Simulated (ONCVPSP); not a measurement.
**Cs: one change to an ONCV potential, before and after**

caesium (Cs), optimised norm-conserving Vanderbilt (ONCV), made with ONCVPSP 4.0.1 (PBE, fully relativistic). Core [Kr] 4d10, reference 5s2 5p6 6s1. Waves: 5s+6s: rc 3.40 bohr, ncon 3, nbas 8, qcut 3.8 1/bohr, 2 projectors; 5p: rc 2.00 bohr, ncon 3, nbas 8, qcut 4.3 1/bohr, 1 projector; d scattering state at 0.17 Ha: rc 2.65 bohr, ncon 5, nbas 9, qcut 3.4 1/bohr, 2 projectors, debl 3.8 Ha. Local part: polynomial inside 1.30 bohr (lpopt 5, dvloc0 0 Ha). Core correction: none.

Open shells are filled in proportion to 2j + 1.

In the d channel the program set the typed energies aside and used 0.050, 3.850 Ha (j = l + 1/2; the other j can differ).

All-electron outer shells of the reference configuration (PBE, scalar-relativistic, ld1.x):

| shell | level (eV) | outermost node (bohr) | outermost maximum (bohr) |
| --- | --- | --- | --- |
| 5s | -26.73 | 0.82 | 1.54 |
| 5p | -13.52 | 0.89 | 1.79 |
| 6s | -2.09 | 2.11 | 4.80 |

Change: s: qcut 4.5; p: qcut 5.1; d: qcut 4.

Cutoffs: the cutoffs (Ha) at which the residual kinetic energy of the hardest occupied pseudo-wave falls to 1 and 0.1 mHa per electron; they do not see the model core or the augmentation charge, which bear on the density cutoff. Errors are all-electron minus pseudo energies relative to the spin-unpolarised reference configuration.

Task: How do hardness, ghosts and transferability respond?

Result: The potential gets neither clearly harder nor softer (8.3 Ha and 37 Ha → 9.8 Ha and 12 Ha); both files keep a bound ghost (p, s); the lowest positive-energy flag moves from p1/2 at 1.0 eV to p1/2 at 2.2 eV; the errors of the 3 common tests hardly move.

```csv
quantity,base,changed
"cutoff, loose",8.3 Ha,9.8 Ha
"cutoff, tight",37 Ha,12 Ha
loose cutoff by channel,"s 2.3 Ha, p 8.3 Ha","s 4.4 Ha, p 9.8 Ha"
bound ghosts,"s, p3/2","s, p3/2"
GHOST(+) flags under 300 eV,p1/2 at 1.0 eV,p1/2 at 2.2 eV
tests with a reliable result,3 of 4,3 of 4
"error for 5s2 5p6 6s0, meV [ΔE 3.86 eV]",+0.2,+0.1
"error for 5s2 5p6 6s0.5, meV [ΔE 1.47 eV]",0.0,0.0
"error for 5s2 5p5 6s1, meV [ΔE 17.91 eV]",+42,+36
s: phases at 3.46 bohr within 0.05 rad from the reference energy up to (Ha; the scan ends near 5),1.7,1.8
p3/2: phases at 2.03 bohr within 0.05 rad from the reference energy up to (Ha; the scan ends near 5),-0.3,-0.2
p1/2: phases at 2.03 bohr within 0.05 rad from the reference energy up to (Ha; the scan ends near 5),-0.1,-0.0
d5/2: phases at 2.69 bohr within 0.05 rad from the reference energy up to (Ha; the scan ends near 5),2.2,2.2
d3/2: phases at 2.69 bohr within 0.05 rad from the reference energy up to (Ha; the scan ends near 5),2.2,2.2
```

 A true bound ghost makes a file unfit for plane-wave use even where its test errors are small: the radial tests pick states by their node count and pass the ghost by.
